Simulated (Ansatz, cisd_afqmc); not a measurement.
System: PbI, charge 0, doublet. PbI (SMILES [I][Pb], doublet).
B3LYP-D3(BJ)/def2-TZVP minimum from Ansatz (an electronic-structure program):
```
Pb
I 1 2.8311
```
Charge 0, spin multiplicity 2.

Total energies in def2-SVP, 11 correlated electrons, 18 frozen orbitals. Open shells are spin-unrestricted; no spin-orbit coupling. Cores are frozen in correlated methods (noble-gas shells, and filled d and f shells in the p block). Past Kr the def2 sets carry scalar-relativistic core potentials. AFQMC is phaseless with a CISD trial state; ± is one standard error, without the phaseless bias. Outlying blocks are dropped, and bars are widened where a walk drifts. Over all cases where full CI ran beside it in this data, AFQMC minus full CI had a median of +0.1 mEh and passed +0.4 mEh in a tenth of the cases. Spin-orbit terms, left out, reach several kcal/mol for Br and I, and more for heavier atoms. The spin of IPb ([I][Pb], doublet) was assumed, and the state is the lowest solution found for it.

The bar of a AFQMC/CISD walk is widened from 0.17 to 0.22 mEh, since its error had not levelled off in the blocking analysis.

```
method         program         energy (Eh)  minus CCSDTQ (mEh)
----------  ----------  ------------------  ------------------
HF              Ansatz          -488.54574              159.06
MP2             Ansatz          -488.68161               23.19
CCSD            Ansatz          -488.69978                5.01
CCSD(T)         Ansatz          -488.70378                1.01
CCSDT(Q)        Ansatz          -488.70484               -0.05
CCSDTQ          Ansatz          -488.70480                0.00
AFQMC/CISD  cisd_afqmc  -488.7047 ± 0.0003           0.1 ± 0.3
```

Rough core times of Ansatz's runs on a shared machine: CCSD(T) 20 s, CCSDT(Q) 60 s, CCSDTQ 30 min.
